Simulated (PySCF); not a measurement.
Be(Br)(SeH) (BeBrHSe), SMILES [SeH][Be][Br].

The structure is a stationary point at B3LYP-D3(BJ)/def2-TZVP. The values are those of a single conformer.

Method: M06-2X/def2-TZVPD (PySCF).

Isolated molecule, no solvent.

**Question.** Estimate the frontier levels, gap, dipole moment and polarisability. (Estimate from the structure and the level; the computed values follow.)

**Answer.** 
The highest occupied level is -8.58 eV, the lowest empty level comes out as -0.45 eV and the orbital gap comes out as 8.13 eV. The dipole moment is 0.62 D and the quadrupole, principal values (traceless, Buckingham form, about the centre of nuclear charge) is -5.04, -0.83, 5.87 D·Å. The mean static polarisability comes out as 65.3 bohr³ (9.68 Å³) and the polarisability, principal values is 55.1, 55.2, 85.5 bohr³.
